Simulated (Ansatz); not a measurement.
System: ZnH, charge 0, multiplicity 2. SMILES of the parent species: [ZnH]

Atoms: Zn1, H2. Bonds: Zn1-H2.

Bond lengths (Å) and angles (degrees) optimised at HF/3-21G with Ansatz (a first-principles code); HF/6-31G* with LANL2DZ past Ar with Ansatz; PBE/6-31G* with LANL2DZ past Ar with Ansatz; B3LYP/LANL2DZ with Ansatz, each started from the B3LYP-D3(BJ)/def2-TZVP structure (Ansatz) of the last column. A row stands for all coordinates that are equal there. 6-31G* holds six Cartesian d functions.

| coordinate | HF/3-21G | HF/6-31G* with LANL2DZ past Ar | PBE/6-31G* with LANL2DZ past Ar | B3LYP/LANL2DZ | B3LYP-D3(BJ)/def2-TZVP |
|---|---|---|---|---|---|
| Zn1-H2 | 1.593 | 1.661 | 1.726 | 1.712 | 1.633 |

Mean signed difference of all 1 bond lengths from B3LYP-D3(BJ)/def2-TZVP: HF/3-21G -0.040 Å, HF/6-31G* with LANL2DZ past Ar 0.028 Å, PBE/6-31G* with LANL2DZ past Ar 0.094 Å, B3LYP/LANL2DZ 0.079 Å.
